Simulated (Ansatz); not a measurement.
Isomers of Tl4Cl3⁺ (singlet), relaxed with PBE-D4/def2-SVP; total energies from Ansatz at B2PLYP/def2-TZVP.

```
isomer                                description  energy (Eh)
     A          point group C3v; 6 × Cl–Tl 2.89 Å  -2069.58755
     B  point group C2v; 4 × Cl–Tl 2.88 to 2.93 Å  -2069.58374
```

In the def2 sets Tl takes a core potential; there is no spin–orbit coupling. Correlated methods freeze 31 core orbitals; core or outer-core shells of Tl are correlated, in sets that lack core-valence functions.

The isomers come from a short search, and lower ones may exist.

Work out the relative energies (1 Eh = 2625.5 kJ/mol) and the Boltzmann populations at 1200 K from electronic energies alone (R = 8.314 J/mol/K).

ΔE: A 0.0, B 10.0 kJ/mol. RT = 9.98 kJ/mol. Factors exp(−ΔE/RT): A 1, B 0.367; sum 1.367. Populations: A 73.2 %, B 26.8 %. Zero-point energy, vibrational entropy and symmetry numbers are left out and can shift these; an error of 4 kJ/mol changes a ratio by a factor of 1.5. Over the other density-functional and correlated levels in def2 sets, the gap between A and B ranges from 1 to 8 kJ/mol.
